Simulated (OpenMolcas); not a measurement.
# 4d⁶ along the 42-electron sequence

```json
{"Program": "OpenMolcas 26.06", "Method": "CASSCF", "Basis": "ANO-RCC-VQZP", "Scalar Hamiltonian": "DKH2, point nucleus", "Spin-orbit coupling": "state interaction with AMFI integrals over the reference wave functions, term energies averaged over their components"}
```

Active space for each ion: 6 electrons in 5 orbitals (4d).

Computed levels in cm-1 above ⁵D₄:

| Level | Rh3+ | Pd4+ | Ag5+ |
| --- | --- | --- | --- |
| ⁵D₃ | 1540 | 1975 | 2520 |
| ⁵D₂ | 2458 | 3101 | 3873 |
| ⁵D₁ | 3053 | 3849 | 4808 |
| ⁵D₀ | 3339 | 4204 | 5244 |
| ³H₆ | 20080 | 22282 | 24363 |
| ³H₅ | 20560 | 22820 | 24944 |
| ³P₂(1) | 21283 | 23471 | 25474 |
| ³F₄(1) | 22977 | 25680 | 28386 |
| ³F₃(1) | 23403 | 26004 | 28485 |
| weight of ⁵D in the lowest level (%) | 99 | 98 | 98 |

Mixed levels, with the weight of the term that names them: Rh3+ ³F₄(1) (64 %), Pd4+ ³F₄(1) (58 %), Ag5+ ³F₄(1) (53 %).

Measured, with the error of the calculation in %. Measured levels: Ag5+ from the list in Gamrath, thesis, University of Mons (2023).

| Level | Ag5+ |
| --- | --- |
| ⁵D₃ | 2692 (-6.4) |
| ⁵D₂ | 3953 (-2.0) |
| ⁵D₁ | 4941 (-2.7) |
| ⁵D₀ | 5380 (-2.5) |
| ³H₆ | 21512 (+13.3) |
| ³H₅ | 21812 (+14.4) |
| ³P₂(1) | 21042 (+21.1) |
| ³F₃(1) | 24441 (+16.5) |

The fine-structure level ⁵D₀ changes by a factor of 1.57 from Rh3+ to Ag5+. Its fourth root runs 7.60, 8.05, 8.51, with steps per unit of Z of 0.45, 0.46; equal steps would mean a (Z - σ)^4 law with constant σ.

³H₆ changes by a factor of 1.21 over the same range, with steps per unit of Z of +2200, +2080 cm-1.

Without dynamic correlation excited terms often stand tens of per cent too high (terms of higher spin than the ground term too low), and those without a measured partner can miss by more than the paired ones. Computed and measured levels are paired by configuration, term and J; levels that our copy of the source lacks, or whose pairing is in doubt (as where it misses far off the trend of its configuration), stay unpaired and out of the deviations. Only configurations of the active space appear.

A number in round brackets counts repeated terms of one configuration in the order of the reference energies.
